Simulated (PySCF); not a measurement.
## Dipole moment and polarisability of `C=C[Si@]1(P)CCO1`

Species: C4H9OPSi.
Structure used (GFN2-xTB), in Å, numbered top down from 1:
```
atom  x, y, z in Å
C1     2.5918    1.0402    0.2106
C2     1.7898   -0.0099    0.1800
Si3   -0.0825    0.1653    0.0166
P4    -0.6181    2.3396   -0.1188
C5    -1.1475   -1.1363    0.9459
C6    -1.4594   -1.6335   -0.4620
O7    -0.7332   -0.6946   -1.2527
H8     2.1940    2.0436    0.1580
H9     3.6651    0.9590    0.2834
H10    2.2174   -1.0036    0.2252
H11   -1.9444    2.1823    0.2491
H12   -0.2317    2.6164    1.1797
H13   -0.6308   -1.8634    1.5622
H14   -2.0215   -0.7783    1.4797
H15   -1.0816   -2.6357   -0.6682
H16   -2.5148   -1.5823   -0.7325
```

Level: B3LYP/def2-SVPD (PySCF), static field, nuclei fixed, core orbitals frozen in the response. The polarisability tensor in these axes (au):

```
x   109.02   9.02   1.26
y     9.02 117.25  -1.32
z     1.26  -1.32  78.91
```

**Question.** What are the eigenvalues, a third of the trace, and Δα (Δα² = ½Σ(αi − αj)² over the three pairs)?

**Answer.** Principal values 78.77, 103.34 and 123.05 au; mean 101.72 au = 15.07 Å³ = 16.77 × 10⁻⁴⁰ C²·m²/J; Δα = 38.43 au (38 % of the mean).

**Question.** What is the dipole moment, and where does it point?

**Answer.** (0.36, -0.47, 2.10) D, 2.18 D in size, pointing from the negative to the positive side. Measured along this direction, the outermost atoms are O7 at the negative end and H13 at the positive end.

**Question.** Form Σ f/ω² (atomic units) for the 8 lowest TDDFT singlets, given as eV and f, and set it beside the mean polarisability, which is this sum over all singlets: 5.07, 0.0143; 5.51, 0.0175; 6.21, 0.0930; 6.26, 0.0060; 6.43, 0.0342; 6.52, 0.0152; 6.79, 0.1647; 6.92, 0.1117.

**Answer.** They add up to 7.98 au, 7.8 % of the 101.72 au; the largest single term is 2.64 au, from the state at 6.79 eV. Terms in order: 0.41, 0.43, 1.78, 0.11, 0.61, 0.27, 2.64, 1.73 au. Higher excitations give the rest. The strengths listed sum to 0.456.

**Question.** What molar refraction does this α imply?

**Answer.** Lorentz–Lorenz: R = (4π/3)N_A α = 2.5225 cm³/(mol·Å³) × 15.07 Å³ = 38.0 cm³/mol, in the limit of long wavelengths.

**Question.** What depolarisation ratio follows for Rayleigh scattering of linearly polarised light, taking the static tensor?

**Answer.** ρ = 3Δα²/(45ᾱ² + 4Δα²) = 4429.6/(465639 + 5906.1) = 0.00939.

**Question.** Orientational against electronic polarisability at 250 K (dilute gas, rigid molecules)?

**Answer.** In Gaussian units μ²/3kT = 45.99 Å³ against 15.07 Å³, a ratio of 3.05; the Debye molar polarisation (4π/3)N_A(α + μ²/3kT) is 154.0 cm³/mol, leaving out the vibrational part.

One conformer (not necessarily the lowest) at the GFN2-xTB geometry, without solvent, vibrations or thermal averaging.

These values come from a run that also computed excited states. Time: 45 s wall; peak memory 0.88 GiB. Hardware: an Intel Xeon Platinum 8259CL at 2.50 GHz with one thread, on a shared host.
